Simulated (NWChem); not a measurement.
C₃H₆OSi; SMILES [SiH3]C1=CCO1

```xyz
11

Si     0.0251    -1.8105     0.0000
C     -0.1177     0.0576     0.0000
C     -1.0629     1.0189     0.0000
C      0.0534     2.0312     0.0000
O      1.0043     0.9094     0.0000
H      0.7552    -2.2759    -1.2082
H      0.7552    -2.2759     1.2082
H     -1.3529    -2.3670     0.0000
H     -2.1419     1.0565     0.0000
H      0.1810     2.6436    -0.8987
H      0.1810     2.6436     0.8987
```
Atoms are numbered in this order, from 1.

All runs: NWChem. Medium grid unless said otherwise, to which SCAN and Minnesota functionals are sensitive. The geometry was optimised at B3LYP/6-31G* (spherical d). Total energies of different functionals are on different scales.

```csv
level,energy (Ha),highest occupied level (eV),orbital gap (eV),dipole (D)
B3LYP/def2-SVP,-482.3483,-6.37,6.01,1.49
PBE/def2-SVP,-481.9414,-5.35,4.28,1.38
PW91/def2-SVP,-482.2372,-5.40,4.27,1.38
"LDA (Slater exchange, VWN5)/def2-SVP",-479.5398,-5.51,4.27,1.40
r2SCAN0/def2-SVP,-482.1579,-6.86,6.71,1.59
M06-2X/def2-SVP,-482.2169,___,___,1.56
BLYP/def2-SVP,-482.2479,-5.15,4.26,1.36
PBE0/def2-SVP,-481.9824,-6.67,6.46,1.52
"LDA (Slater exchange, PW92)/def2-SVP",-479.5268,-5.50,4.27,1.40
```

### Question
What belongs in the gaps?

### Answer

- M06-2X/def2-SVP, highest occupied level (eV): -7.93
- M06-2X/def2-SVP, orbital gap (eV): 8.64
